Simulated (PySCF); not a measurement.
**C₆ coefficients of unlike pairs at MN15**

Calculated with PySCF 2.14 from the dipole response of each species, C₆(A,B) = (3/π) ∫ α_A(iu) α_B(iu) du, in atomic units, from isotropic polarisabilities. For ions this is the dispersion term alone; charge-induced terms of lower order in 1/R come first.

```
species            configuration                                                                                              basis      relativity  α (bohr³)  C₆ (like pair)
   As³⁺       [Ar] 3d10 4s2 (1S)                                                                        aug-cc-pVQZ-DK (8s7p5d3f2g)   spin-free X2C      7.194           21.89
   Bi³⁺  [Xe] 4f14 5d10 6s2 (1S)  aug-cc-pVQZ-PP with one added diffuse shell each of s, p, d, f, g type with ECP60MDF (8s8p6d4f3g)  core potential      9.655           56.99
     Ar                [Ar] (1S)                                                                          aug-cc-pVTZ-DK (6s5p3d2f)   spin-free X2C      10.87           62.76
```

Problem. Estimate C₆ for Ar with As³⁺.

Solution. The integral gives 36.85. The combination rule 2 C_A C_B / (C_A α_B/α_A + C_B α_A/α_B) gives 36.83 and the geometric mean 37.07.

No spin-orbit coupling is included.

The other pairs:

```csv
pair,C₆
"Ar, Bi³⁺",59.15
"Bi³⁺, As³⁺",34.59
```
